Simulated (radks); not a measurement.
Zr II, configuration [Kr] 4d2 5s1. Calculated with a radial shooting solver on a logarithmic mesh with Libxc functionals: Dirac Kohn-Sham, LDA (Slater exchange, Perdew-Wang correlation), spin-unpolarised, spherical densities, finite nucleus; open shells are shared between the two j in proportion to 2j + 1; Fermi nuclear charge, rms radius 4.2694 fm.

Radial electron density D(r) = 4 pi r^2 rho(r):

r (bohr)  D(r) (e/bohr)
0.002577          3.773
0.003437          6.111
0.004584          9.673
0.006114          14.85
0.008154          21.90
0.01088           30.61
0.01451           39.87
0.01935           47.47
0.0258            50.63
0.03442           48.20
0.0459            43.47
0.06122           43.70
0.08166           52.51
0.1089            61.16
0.1453            56.00
0.1937            41.36
0.2584            38.03
0.3447            45.23
0.4597            39.29
0.6131            20.79
0.8177            10.45
1.091             9.319
1.455             7.002
1.94              3.316
2.588             1.356
3.451            0.6301
4.603            0.2208
6.14            0.03770
8.189          0.002376

D(r) has 3 maxima, at r = 0.0262, 0.115, 0.367 bohr, and minima at 0.0530, 0.235 bohr, inside which lie 2.06, 11.06 electrons.
